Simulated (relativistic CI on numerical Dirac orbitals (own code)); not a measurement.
Method of calculation: Dirac-Coulomb-Breit CI, KLI orbitals optimised for each configuration, a model potential for QED, unscaled Slater integrals (own radial code, finite nucleus).

The strongest absorption lines from the ground level of an ion, among the configurations computed and to levels below about 2140 eV (vacuum wavelength in Å, gf): 6.2319 (0.039), 6.4743 (0.019), 6.4959 (0.036), 6.5198 (0.37), 6.5899 (0.051), 6.6732 (1.4), 7.0092 (0.055), 74.266 (0.11).

(1) Which ion is it?
A. Se XXVII
B. Se XXIX
C. Se XXXI
D. Kr XXXI

Results:

(1) B. Se XXIX has 6 electrons and the ground level 2s²2p² ³P0; the strongest line goes to 2s²2p3d ³D°1. The pattern of lines fixes the number of electrons, and along that sequence the line energies rise steadily with the charge (about as its square where n changes within one kind of shell, about linearly where n is kept but much faster in heavy ions where fine structure, which grows about as Z⁴, sets the gap, and irregularly where shells cross), which fixes Z. Configurations outside the model, such as inner-shell arrays, can give stronger lines. At this charge energies of transitions that change n are usually good to better than 1 %, and those within a shell (Δn = 0) to a few per cent.

LS names give the leading component of a level, which can be under half, so a name can repeat, a term be missing and a line seem to break the LS rules.
